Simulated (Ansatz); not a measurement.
Species: sum formula MoO2F (charge 0, doublet). The spin state was set by rule; other spins were not relaxed. SMILES: [O]=[Mo](=[O])[F]
Geometry from a B3LYP-D3(BJ)/def2-TZVP (Ansatz, a first-principles code) optimisation:
```xyz
4

Mo     0.0212    -0.0412    -0.1252
O     -1.3401    -1.0131     0.0890
O     -0.4295     1.5162    -0.5888
F      1.4741    -0.2550     1.0287
```
Charge 0, spin multiplicity 2.

Wanted: atomisation energy (electronic, to ground-state atoms), in kcal/mol. Valence correlation only, unless marked. Open shells are spin-unrestricted. No spin-orbit coupling. The frozen core is the preceding noble-gas configuration, with the filled d and f shells of earlier blocks. Past Kr the def2 sets carry scalar-relativistic core potentials. The coupled-cluster limit lacks core correlation, which all-electron functionals hold. Basis-set limits of correlation are two-point, X^-3; Hartree-Fock from the larger set. The bracket is a focal-point correction in the basis named.

The UHF reference is spin-contaminated (<S^2> 0.75 over the pure value in the largest basis). The T1 diagnostic of CCSD in the largest basis is 0.075, which is high, so the coupled-cluster rows are less sure than usual.

| level | program | atomisation energy (kcal/mol) |
|---|---|---|
| SVWN5/def2-TZVPD | Ansatz | [?] |
| PBE/def2-TZVPD | Ansatz | 450.5 |
| revPBE-D3(BJ)/def2-TZVPD | Ansatz + dftd3 | 431.5 |
| revPBE-D4/def2-TZVPD | Ansatz + dftd4 | 433.1 |
| revPBE/def2-TZVPD | Ansatz | 427.8 |
| PBE0/def2-TZVPD | Ansatz | 394.7 |
| r2SCANh-D4/def2-TZVPD | Ansatz + dftd4 | 397.4 |
| HSE06/def2-TZVPD | Ansatz | [?] |
| wB97M-V/def2-TZVPD | Ansatz | 401.4 |
| wB97X-V/def2-TZVPD | Ansatz | 415.9 |
| PBE-QIDH/def2-TZVPD | Ansatz | [?] |
| RI-MP2/CBS(def2-TZVPP,def2-QZVPP)+[CCSD(T)-MP2]/def2-TZVPP | Ansatz | 411.8 |

Fill in the missing entries.


- SVWN5/def2-TZVPD, atomisation energy (kcal/mol): 525.5
- HSE06/def2-TZVPD, atomisation energy (kcal/mol): 395.3
- PBE-QIDH/def2-TZVPD, atomisation energy (kcal/mol): 390.7
